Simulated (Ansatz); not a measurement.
Relaxation of CH$_{3}$ClFSb (7 atoms, charge 0, multiplicity 1), to a largest force component of 0.015 eV/Å in at most 40 steps.

These are results of RKS PBE0-D4/def2-SVP (Ansatz), not measurements.

```xyz
7
Properties=species:S:1:pos:R:3:forces:R:3
C -0.100 0.835 0.082 -1.53 1.81 -0.45
Sb 1.181 -0.813 -0.150 -0.41 -1.02 1.17
F 0.327 -1.734 1.402 0.71 0.55 -0.78
Cl -0.246 -1.877 -1.687 -0.06 -0.08 -0.35
H -1.182 0.512 0.222 1.19 0.08 -0.08
H 0.174 1.510 0.934 -0.01 -0.57 -0.38
H -0.091 1.498 -0.848 0.10 -0.78 0.86
```

**Question.** Where does it end, and by what steps?

**Answer.** The run converged. The force dipped under the threshold on the way, but the program's further checks kept it going. After 10 steps the energy has fallen by 0.160 eV; Cl4 moved furthest, 0.11 Å.

```tsv
step	energy less start (eV)	largest force component (eV/Å)	accepted
0	0.0000	1.810	yes
1	-0.1240	0.482	yes
2	-0.1533	0.152	yes
3	-0.1587	0.069	yes
4	-0.1590	0.017	yes
5	-0.1591	0.009	yes
6	-0.1593	0.019	yes
7	-0.1595	0.021	yes
8	-0.1596	0.029	yes
9	-0.1596	0.031	yes
10	-0.1597	0.015	yes
```

```xyz
7
Properties=species:S:1:pos:R:3
C -0.134 0.876 0.078
Sb 1.136 -0.848 -0.097
F 0.320 -1.722 1.431
Cl -0.200 -1.849 -1.786
H -1.149 0.517 0.301
H 0.222 1.522 0.894
H -0.135 1.436 -0.868
```

The run took 44 s on 1 thread of Arm Neoverse V2, on a shared host, peak memory 0.19 GiB.
